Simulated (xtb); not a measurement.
Harmonic IR lines of one isomer of C8H10SSi, unscaled. All values below come from GFN2-xTB (xtb 6.7.1).

wavenumber (cm⁻¹): 199 (vw), 551 (w), 559 (w), 774 (m), 790 (s), 881 (w), 1011 (w), 1155 (w), 1573 (w), 2263 (vs), 2402 (w), 3057 (w), 3063 (vw), 3130 (w)

Problem. Identify which structure gives these lines.
(A) `C=Cc1ccc([SiH3])cc1S`
(B) `C=Cc1ccc(S)c([SiH3])c1`
(C) `C=C(S)c1ccc([SiH3])cc1`
(D) `C=C(S)c1cccc([SiH3])c1`

Solution. B, `C=Cc1ccc(S)c([SiH3])c1`
